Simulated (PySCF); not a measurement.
# Radial density of Ne²⁺ (neon, charge +2)

LDA, [He] 2s2 2p4, high-spin 3P determinant. Calculation: PySCF 2.14, in def2-SVP; no relativity, point nucleus.

| r (bohr) | 4πr²ρ (e/bohr) | 4πr²(ρα − ρβ) |
| --- | --- | --- |
| 0.00267 | 0.05015 | 0.0001 |
| 0.00449 | 0.1399 | 0.0002 |
| 0.00755 | 0.3814 | 0.0005 |
| 0.0127 | 0.9848 | 0.0013 |
| 0.0214 | 2.324 | 0.0032 |
| 0.0359 | 4.946 | 0.0075 |
| 0.0604 | 8.592 | 0.0213 |
| 0.102 | 10.94 | 0.0894 |
| 0.171 | 8.536 | 0.3991 |
| 0.288 | 4.956 | 1.1973 |
| 0.484 | 6.385 | 2.2919 |
| 0.814 | 6.068 | 1.9090 |
| 1.37 | 1.650 | 0.4775 |
| 2.30 | 0.1326 | 0.0405 |
| 3.87 | 0.0002060 | 0.0001 |
